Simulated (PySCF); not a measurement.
Species: C2H11Si4 (doublet state).
Geometry (GFN2-xTB, Å), atoms numbered from 1 in this order:
```
atom  x, y, z in Å
C1    -3.4457   -0.4561    0.9668
C2    -2.3489    0.2832    0.9286
Si3   -1.6276    1.0648   -0.6239
Si4    0.3907    0.0241   -1.1160
Si5    2.1130    0.0524    0.4544
Si6    4.1801   -0.8448    0.1187
H7    -4.0289   -0.6442    0.0789
H8    -3.8213   -0.9054    1.8745
H9    -1.8039    0.4390    1.8536
H10   -2.6532    0.9982   -1.6750
H11   -1.4167    2.4924   -0.3294
H12    0.9404    0.5914   -2.3629
H13    0.1632   -1.3899   -1.4739
H14    1.6030   -0.5688    1.6950
H15    2.3472    1.4613    0.8358
H16    5.0625   -0.2882   -0.9144
H17    4.3391   -2.2974   -0.0218
```

The hyperfine couplings belong to this conformer and change with its torsions.

The species is `C=C[SiH2][SiH2][SiH2][SiH2]` [radical].

Computed with PySCF 2.14.0, UKS B3LYP, pcH-1 on C H Si, non-relativistic, mean-field spin-orbit, GIAO. The structure is a single GFN2-xTB conformer in the gas phase; no vibrational or solvent corrections. The geometry wasn't refined by DFT: couplings that depend on bond lengths, twists or pyramidal angles can differ widely from those at the functional's own minimum, by a factor of two or more for some ions and for spin on atoms past the first row. The SCF solution wasn't tested for stability.

Give the principal g shifts and their parts.

```csv
Δg (ppm),1,2,3
relativistic mass correction,-125,-125,-125
gauge correction,6,43,58
orbital Zeeman/spin–orbit,-339,2167,4204
total,-459,2086,4137
```

So g = 2.00186, 2.00440, 2.00646 and g_iso = 2.00424; the tensor is rhombic: the two nearest values differ by 45 % of g3 − g1. Axes: g2 points within 5° of the Si5–Si6 bond.

What effective moment and Curie constant follow for a powder?

With the mean of g² = 4.0170 and S(S+1) = 0.75: μ_eff = √(⟨g²⟩S(S+1)) = 1.736 μB and χT = 0.12505·⟨g²⟩·S(S+1) = 0.377 cm³ K/mol (cgs; spin-Hamiltonian part alone).

Average each term over the three axes. Which is largest in size?

The orbital-Zeeman/spin–orbit term 2011, the mass correction -125 and the gauge correction 36 ppm, for a total of 1921 ppm. The orbital-Zeeman/spin–orbit term is the largest in size. The mass correction is the same along every axis, so the anisotropy comes from the other two: their spans along these axes are 52 (gauge) and 4543 ppm (orbital Zeeman/spin–orbit).

At 34.129 GHz, how far is the centre of the isotropic spectrum from where a free electron (g = 2.002319) resonates?

B = hν/(g μB) with μB/h = 13.99624 MHz/mT gives 1217.81 mT for the free electron and 1216.64 mT at g_iso, 1.17 mT lower.

In a frozen sample, at which fields do the three g values resonate at 9.5, 34, 94 and 263 GHz (hyperfine left aside), and which band first spreads them over more than twice a line width of 1.0 mT?

```csv
band,GHz,B(g3) mT,B(g2) mT,B(g1) mT,spread mT
X,9.5,338.28,338.63,339.06,0.78
Q,34.0,1210.70,1211.94,1213.48,2.78
W,94.0,3347.24,3350.66,3354.92,7.68
J,263.0,9365.14,9374.73,9386.64,21.50
```

The spread grows in proportion to the frequency. Q band is the first where it exceeds 2.0 mT.

The largest Mulliken spin population is on Si6 (+0.96). The angles at Si6 add up to 344.2°, so it is pyramidal.

The HOMO–LUMO gaps are 4.97 eV among the α and 4.36 eV among the β orbitals.
